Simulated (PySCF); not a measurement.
Computed IR spectrum (relative IR intensity) of a molecule C3H7O2, multiplicity 2. Geometry: B3LYP-D3(BJ)/def2-SVP. Other conformers were not sampled. Method: PySCF with B3LYP-D3(BJ)/def2-SVP. Harmonic, unscaled wavenumbers; measured fundamentals usually lie a few per cent lower.

Lines under 2 % of the strongest are left out, and lines within 2 cm⁻¹ are merged.

| ν (cm⁻¹) | relative intensity |
|---|---|
| 88 | 5.0 |
| 328 | 64 |
| 394 | 39 |
| 426 | 90 |
| 436 | 20 |
| 589 | 15 |
| 805 | 7.8 |
| 942 | 12 |
| 998 | 21 |
| 1002 | 100 |
| 1137 | 89 |
| 1180 | 21 |
| 1313 | 37 |
| 1351 | 76 |
| 1359 | 4.5 |
| 1405 | 28 |
| 1423 | 12 |
| 1443 | 7.1 |
| 1471 | 2.6 |
| 2935 | 82 |
| 2972 | 25 |
| 3073 | 12 |
| 3094 | 20 |
| 3127 | 13 |
| 3790 | 33 |
| 3801 | 20 |

Task: Which structure fits?
(A) COCC[O]
(B) COC[CH]O
(C) CC([O])CO
(D) C[C](O)CO

Result: D, C[C](O)CO
